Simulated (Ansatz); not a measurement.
Single points on the cluster TaTe₂⁻.

```yaml
crystal:
  periodic: [false, false, false]
  atoms:
    - {symbol: Ta, position_ang: [0.558927, -0.085836, -0.107562]}
    - {symbol: Te, position_ang: [-0.054531, 2.432309, -0.684170]}
    - {symbol: Te, position_ang: [-0.504396, -2.346472, 0.791732]}
basis:
  gaussian: {orbitals: def2-TZVPD, initial_orbitals: start.molden}
total_charge: -1
magnetization: {spin_polarized: true, initial_magnetization: 4}
hamiltonian: {xc: {name: CAM-B3LYP}, dispersion: d4}
scf: {omitted_lower_state_checks: [starts]}
output: {orbitals: {seedname: orbitals}}
```

The file start.molden holds the orbitals of an earlier run on this structure, at another level or in another basis.

```sh
$ ansatz run in.yaml --threads 4 --pin off --events-out ev --progress --plain --max-ram 3916MiB
```

Output, abridged:

```
Functional definition: CAM-B3LYP
1353 factors; their error is unknown
338 factors; integrals over basis functions are off by at most 4.6e-5 eV
mean field evaluation 1: about -16137.2897 eV, gradient 3.5e0 eV
mean field evaluation 2: about -16137.3593 eV, gradient 1.2e-1 eV
mean field evaluation 4: about -16137.6110 eV, gradient 5.0e-3 eV
mean field evaluation 8: about -16137.6111 eV, gradient 9.8e-3 eV
mean field evaluation 16: about -16137.6328 eV, gradient 8.0e-2 eV
mean field evaluation 32: about -16137.6584 eV, gradient 1.1e-1 eV
mean field -16137.66033240 eV, -593.0480787167 hartree, gradient 3.7e-6 eV, S^2 6.031107; 0 other end points of the search recorded, 0 dependent functions left out
reference -16137.66044186 eV, -593.0480827394 hartree; 33, 29 occupied and 128, 132 virtual orbitals, 1353 factors
Total energy: -16137.79276313 eV, -593.0529454564 hartree
Checks for a lower state left out: starts
```

Run time 50 s (4 threads of Arm Neoverse V2 on a shared host), peak host memory 0.84 GiB.

First input, but with `hamiltonian: {xc: {text: "exchange = 0.50*pbe_x + 0.50*exact_x\ncorrelation = pbe_c"}}` (abridged; 42 s):

```
Functional definition: unnamed
mean field evaluation 16: about -16139.9384 eV, gradient 2.3e-3 eV
mean field evaluation 32: about -16139.9607 eV, gradient 1.1e-4 eV
mean field -16139.96069507 eV, -593.1326154855 hartree, gradient 5.6e-6 eV, S^2 6.065405
Total energy: -16139.96072196 eV, -593.1326164739 hartree
Checks for a lower state left out: starts
```

First input, but with `hamiltonian: {xc: pbe, dispersion: d4}` (abridged; 7.5 s):

```
Functional definition: PBE
mean field evaluation 16: about -16140.2961 eV, gradient 6.2e-4 eV
mean field -16140.29606163 eV, -593.1449399793 hartree, gradient 2.2e-6 eV, S^2 6.033526
Total energy: -16140.43153524 eV, -593.1499185427 hartree
Checks for a lower state left out: starts
```

As the first input, with `hamiltonian: {xc: {text: "exchange = 0.85*pbe_x + 0.15*exact_x\ncorrelation = pbe_c"}}` (abridged; 11 s):

```
Functional definition: unnamed
mean field evaluation 16: about -16140.0750 eV, gradient 9.6e-6 eV
mean field -16140.07496456 eV, -593.1368148120 hartree, gradient 9.4e-6 eV, S^2 6.026194
Total energy: -16140.07501116 eV, -593.1368165244 hartree
Checks for a lower state left out: starts
```

The first input with `hamiltonian: {xc: hse06, dispersion: d4}` (abridged; 22 s):

```
Functional definition: HSE06
mean field evaluation 16: about -16139.8995 eV, gradient 2.1e-4 eV
mean field -16139.89948989 eV, -593.1303662368 hartree, gradient 4.5e-6 eV, S^2 6.021679
Total energy: -16140.01847855 eV, -593.1347389892 hartree
Checks for a lower state left out: starts
```

First input, but with `hamiltonian: {xc: {name: r2SCANh}, dispersion: d4}` (abridged; 52 s):

```
Functional definition: r2SCANh
mean field evaluation 16: about -16145.2060 eV, gradient 5.9e-3 eV
mean field evaluation 32: about -16145.2061 eV, gradient 2.8e-6 eV
mean field -16145.20607680 eV, -593.3253797086 hartree, gradient 2.6e-6 eV, S^2 6.040637
Total energy: -16145.23708905 eV, -593.3265193877 hartree
Checks for a lower state left out: starts
```

As the first input, with `hamiltonian: {xc: {text: "exchange = 0.95*pbe_x + 0.05*exact_x\ncorrelation = pbe_c"}}` (abridged; 10 s):

```
Functional definition: unnamed
mean field evaluation 16: about -16140.2130 eV, gradient 1.3e-5 eV
mean field -16140.21302492 eV, -593.1418884366 hartree, gradient 3.1e-6 eV, S^2 6.031592
Total energy: -16140.21307649 eV, -593.1418903315 hartree
Checks for a lower state left out: starts
```

Geometry: r2SCAN-D4/def2-TZVPD.

In the def2 sets Ta, Te take a core potential; there is no spin–orbit coupling. HSE06 is defined as in plane-wave codes, on full-range PBE exchange. At PBE-D4/def2-TZVPD, PBE with 5 % exact exchange/def2-TZVPD the highest occupied level of the charge -1 quintet lies above zero (up to 0.36 eV). It is a level of α spin, whose loss leaves a quartet; that state wasn't run at this geometry and level. The electron is either unbound and held by the finite basis, or the level is raised by self-interaction error. At PBE-D4/def2-TZVPD the gap within one spin of the charge -1 quintet nearly closes, so an electron or hole may be smeared out by delocalisation error. At PBE0-D4/def2-TZVPD a triplet of charge -1 lies 1.62 eV below the quintet, each at its own geometry. The structure comes from a short search, and lower isomers may exist.
